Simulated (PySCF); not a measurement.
One of the candidates below gave these computed data.

All candidates are C4H7ClSSi.

- Rotational structure: rotational constants A, B, C: 2.671, 0.688, 0.666 GHz [GFN2-xTB]
- 13C NMR: chemical shifts (computed TMS as zero) by class: 238.7 (1 C), 51.7 (1 C), 5.8 (2 C) ppm [GIAO PBE0/pcSseg-1]
- Dipole: 0.97 D [CAM-B3LYP/def2-SVPD]
- UV, first state: lowest singlet excitation: 2.68 eV (462 nm, f = 0.000) [TDDFT CAM-B3LYP/def2-SVPD]
- UV, strongest line: among the 8 lowest singlet transitions: S5 at 6.50 eV (191 nm, f = 0.946) [TDDFT CAM-B3LYP/def2-SVPD]
- 1H NMR: chemical shifts (computed TMS as zero) by class: 3.84 (1 H), 0.59 (6 H) ppm [GIAO PBE0/pcSseg-1]
- Triplet: lowest triplet excitation (Tamm–Dancoff): 2.39 eV [TDA CAM-B3LYP/def2-SVPD]
- NMR, other nuclei: isotropic shieldings of nuclei other than C and H, by class: 319 (1 Si), 311 (1 S), 925 (1 Cl) ppm [GIAO PBE0/pcSseg-1]
- Polarisability: 110.7 au [CAM-B3LYP/def2-SVPD]

The electronic properties come from PySCF, for the isolated species, density fitting. Levels stand in brackets. One conformer (not necessarily the lowest) at the GFN2-xTB geometry, without solvent, vibrations or thermal averaging. NMR values are class means; diastereotopic atoms form classes of their own.

Question: Which candidate is it?
A. `C[Si](C)(Cl)C=C=S`
B. `S=C1C[SiH2][C@H](Cl)C1`
C. `Cl[SiH2]SCC1C=C1`

Answer: A. It is `C[Si](C)(Cl)C=C=S`. Numbering: `[CH3:1][Si:2]([CH3:3])([Cl:4])[CH:5]=[C:6]=[S:7]`. Its formula, C4H7ClSSi, gives 2 degrees of unsaturation: 0 rings and 2 π bonds in the structure found. 4 carbons fall into 3 classes; from least to most shielded: central carbon of cumulated double bonds [C6] (238.7 ppm), outer carbon of cumulated double bonds [C5] (51.7 ppm), Si-methyl carbon [C1/C3] (5.8 ppm, 2 C). Hydrogen classes from least to most shielded: 1 H on an outer carbon of cumulated double bonds, C5 (3.84 ppm), 6 H on 2 Si-methyl carbons, C1/C3 (0.59 ppm). The other shieldings belong to: 319 ppm, chlorine-bound silicon [Si2]; 311 ppm, sulfur bonded to C [S7]; 925 ppm, silicon-bound chlorine [Cl4]. S1 is mainly HOMO→LUMO (weight 0.99); the largest Löwdin shares of the orbital it empties are 0.44 on the sulfur bonded to C, 0.26 on the outer carbon of cumulated double bonds and 0.21 on the central carbon of cumulated double bonds, of the orbital it fills 0.39 on the sulfur bonded to C, 0.35 on the central carbon of cumulated double bonds, 0.12 on the outer carbon of cumulated double bonds and 0.05 on the hydrogen on carbon. The optimised geometry has point group Cs and is an asymmetric top.

The others, at the same levels:
- `Cl[SiH2]SCC1C=C1` fails: its computed 13C shifts are 126.5 (2 C), 43.7 (1 C), 23.3 (1 C) ppm, 1H shifts are 7.55 (2 H), 5.82 (2 H), 2.61 (2 H), 1.91 (1 H) ppm and lowest singlet excitation is 5.03 eV (247 nm, f = 0.003) (against 2.68 eV).
- `S=C1C[SiH2][C@H](Cl)C1` fails: it has 4 carbon classes against 3; its computed 13C shifts are 275.2 (1 C), 64.8 (1 C), 48.7 (1 C), 37.7 (1 C) ppm, 1H shifts are 4.94 (1 H), 4.47 (1 H), 3.82 (1 H), 3.53 (1 H), 3.45 (1 H), 3.20 (1 H), 2.81 (1 H) ppm and lowest singlet excitation is 2.50 eV (497 nm, f = 0.000) (against 2.68 eV).

Each candidate is one conformer, not necessarily the lowest. The conformers computed, where there is a choice (atom-mapped SMILES and torsion angles):
- `[CH3:1][Si:2]([CH3:3])([Cl:4])[CH:5]=[C:6]=[S:7]`: C1–Si2–C5–C6 -62°
- `[Cl:1][SiH2:2][S:3][CH2:4][CH:5]1[CH:6]=[CH:7]1`: Cl1–Si2–S3–C4 15°, Si2–S3–C4–C5 -87°, S3–C4–C5–C6 -79°

The conformers of `S=C1C[SiH2][C@H](Cl)C1` aren't listed.
